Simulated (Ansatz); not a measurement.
C3H7NOSi, SMILES `C/C=C1\N[SiH2]O1`, relaxed with RKS PBE0-D4/def2-TZVP in Ansatz 0.2.0 from a PBE-D4/def2-SVP geometry. The force threshold is 0.005 eV/Å; the program also tests the step.

Total charge 0; spin multiplicity 1.

Start:

```xyz
13

C    -1.409    0.613    1.570
C    -0.325    1.080    0.644
C     0.340    0.285   -0.217
N     0.250   -1.095   -0.512
Si    1.491   -0.888   -1.724
O     1.361    0.706   -1.082
H    -1.196    0.881    2.628
H    -1.540   -0.488    1.543
H    -2.399    1.062    1.327
H    -0.031    2.140    0.640
H    -0.464   -1.720   -0.147
H     2.819   -1.553   -1.500
H     1.102   -1.023   -3.170
```

Q: By how much does the energy fall, and how many steps does the optimiser take? (An estimate is asked.)

A: The calculation gave: 2.19 kcal/mol, in 14 steps.

Q: Which bonds change most? (An estimate is asked.)

A: The calculation gave: Si5–O6 from 1.724 to 1.679 Å; N4–Si5 from 1.747 to 1.722 Å; C2–C3 from 1.348 to 1.326 Å.

Q: Give the relaxed structure. (Estimate.)

A: Computed: 
```xyz
13

C    -1.392    0.601    1.552
C    -0.317    1.070    0.631
C     0.354    0.276   -0.191
N     0.287   -1.104   -0.456
Si    1.471   -0.872   -1.685
O     1.377    0.677   -1.045
H    -1.197    0.911    2.584
H    -1.476   -0.488    1.559
H    -2.374    1.003    1.280
H    -0.049    2.120    0.613
H    -0.511   -1.665   -0.229
H     2.784   -1.536   -1.511
H     1.043   -0.993   -3.101
```
